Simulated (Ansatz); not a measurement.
`[BH2][GeH2][CH3]` + `C[CH2][AlH][O][SiH3]` → `[BH2][AlH][O][SiH3]` + `C[CH2][GeH2][CH3]`  (redistribution)

Calculated with Ansatz (gas phase, PBE0-D4/def2-TZVP geometries, no zero-point term in ΔE). CBS: MP2 limit from def2 TZ/QZ plus the TZ coupled-cluster correction, frozen cores. DFT in def2-TZVPP. B3LYP here is the variant with VWN-RPA as its local correlation; programs differ in this. For Ge outer-core shells are correlated without core-valence functions, which leaves a few kJ/mol of doubt a bond. Scalar relativity is left out up to krypton. Each species was taken in one conformer, which may not be the lowest.

Question: Is it downhill or uphill in electronic energy at CCSD(T)/CBS, and by how much? (Estimate.)

Answer: Computed: Uphill: ΔE = +0.26 eV.

Question: What do these levels give: LDA (SPW92), revPBE, r2SCAN, B3LYP, r2SCAN0, BHLYP, CAM-B3LYP, LC-ωPBE, HF/def2-SVP, CCSD(T)/def2-TZVPP, HF/def2-QZVPP, MP2/def2-QZVPP? (An estimate is asked.)

Answer: Ansatz gave: LDA (SPW92) 0.33, revPBE 0.28, r2SCAN 0.32, B3LYP 0.29, r2SCAN0 0.30, BHLYP 0.26, CAM-B3LYP 0.28, LC-ωPBE 0.27, HF/def2-SVP 0.21, CCSD(T)/def2-TZVPP 0.23, HF/def2-QZVPP 0.21, MP2/def2-QZVPP 0.26 eV.

Largest T1 diagnostic among the species: 0.012.

From BLYP to BHLYP (50 % exact exchange), in def2-TZVPP and without D4, ΔE moves by −0.04 eV. Leaving LDA and LC-ωPBE aside and taking each functional with its dispersion term where it has one, the values, not all of them listed here, spread over 0.07 eV, from ωB97X-V to r2SCAN-D4. LDA lies +0.03 eV from PBE without D4. At CCSD(T), def2-SVP lies −0.04 eV from the extrapolated value and def2-TZVPP −0.03 eV.
